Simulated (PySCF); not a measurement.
# Static response to an electric field

Compound: C5H12Si2.
Cartesian coordinates in Å at the GFN2-xTB level; atoms count from 1:
```xyz
19
C5H12Si2 angstrom
Si     3.1228    0.4911   -0.4086
Si     1.5742   -1.2134   -0.2004
C     -0.1573   -0.5023   -0.0831
C     -1.1645   -0.6497   -0.9372
C     -2.3853    0.1291   -0.5502
C     -2.0777    0.5731    0.8889
C     -0.5537    0.4292    1.0350
H      4.4487    0.0018   -0.7949
H      3.3112    1.2328    0.8429
H      2.7394    1.4882   -1.4132
H      1.5850   -2.1573   -1.3269
H      1.7940   -2.0170    1.0147
H     -1.1375   -1.2395   -1.8380
H     -3.2966   -0.4679   -0.6164
H     -2.5056    0.9881   -1.2182
H     -2.5775   -0.0942    1.5922
H     -2.4161    1.5885    1.0890
H     -0.2670    0.0386    2.0125
H     -0.0461    1.3899    0.9045
```

Level: PBE0/def2-SVPD (PySCF), static field, nuclei fixed, core orbitals frozen in the response. The polarisability tensor in these axes (au):

```
x   142.57   0.87   3.15
y     0.87 102.66   4.21
z     3.15   4.21 100.69
```

Q: Give the principal values, the mean and the anisotropy Δα = √{½[(α1 − α2)² + (α2 − α3)² + (α1 − α3)²]}.

A: Principal values 97.27, 105.81 and 142.84 au; mean 115.30 au = 17.09 Å³ = 19.01 × 10⁻⁴⁰ C²·m²/J; Δα = 41.96 au (36 % of the mean).

Q: What is the dipole moment, and where does it point?

A: (-1.01, 0.30, 0.04) D, 1.05 D in size, pointing from the negative to the positive side. Measured along this direction, the outermost atoms are H8 at the negative end and H14 at the positive end.

Q: What molar refraction does this α imply?

A: Lorentz–Lorenz: R = (4π/3)N_A α = 2.5225 cm³/(mol·Å³) × 17.09 Å³ = 43.1 cm³/mol, in the limit of long wavelengths.

Q: What would n − 1 = 2πNα be for an ideal gas of these molecules at 400 K and 1 atm, electronic part alone?

A: N = p/kT = 1.8347 × 10¹⁹ cm⁻³, so n − 1 = 2π × N × 17.09 × 10⁻²⁴ cm³ = 1970 × 10⁻⁶ at long wavelengths.

Q: Form Σ f/ω² (atomic units) for the 8 lowest TDDFT singlets, given as eV and f, and set it beside the mean polarisability, which is this sum over all singlets: 5.95, 0.0703; 6.25, 0.0237; 6.39, 0.3160; 6.64, 0.0010; 6.95, 0.0154; 6.97, 0.0217; 7.04, 0.0049; 7.26, 0.0101.

A: They add up to 8.46 au, 7.3 % of the 115.30 au; the largest single term is 5.74 au, from the state at 6.39 eV. Terms in order: 1.47, 0.45, 5.74, 0.02, 0.24, 0.33, 0.07, 0.14 au. Higher excitations give the rest. The strengths listed sum to 0.463.

The structure is a single GFN2-xTB conformer in the gas phase; no vibrational or solvent corrections.
